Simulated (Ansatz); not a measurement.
Consider the substitution at a C–Al bond: `[CH3][Al]1[CH2][SiH]1F` + `[NH2][InH2]` → `C[NH][InH2]` + `F[SiH]1[CH2][AlH]1`.

Isolated molecules relaxed with PBE0-D4/def2-TZVP in Ansatz; ΔE leaves out vibrations. CBS: MP2 limit from def2 TZ/QZ plus the TZ coupled-cluster correction, frozen cores. DFT in def2-TZVPP. Elements past krypton have def2 core potentials. For In outer-core shells are correlated without core-valence functions, which leaves a few kJ/mol of doubt a bond.

Question: Is it downhill or uphill in electronic energy at CCSD(T)/CBS, and by how much? (Best estimate.)

Answer: The calculation gave: Uphill: ΔE = +90.7 kJ/mol.

Question: What do these levels give: PBE-D4, ωB97X-V, SCS-MP2/def2-TZVPP, CCSD/def2-TZVPP, CCSD(T)/def2-TZVPP, HF/CBS(def2)? (Estimate.)

Answer: Ansatz gave: PBE-D4 88.8, ωB97X-V 87.8, SCS-MP2/def2-TZVPP 88.2, CCSD/def2-TZVPP 88.4, CCSD(T)/def2-TZVPP 88.7, HF/CBS(def2) 83.6 kJ/mol.

Largest T1 diagnostic among the species: 0.016.

In def2-TZVPP, CCSD(T) changes the Hartree–Fock value by +4.8 kJ/mol (the triples alone add +0.3 kJ/mol) and MP2 by +9.8 kJ/mol.
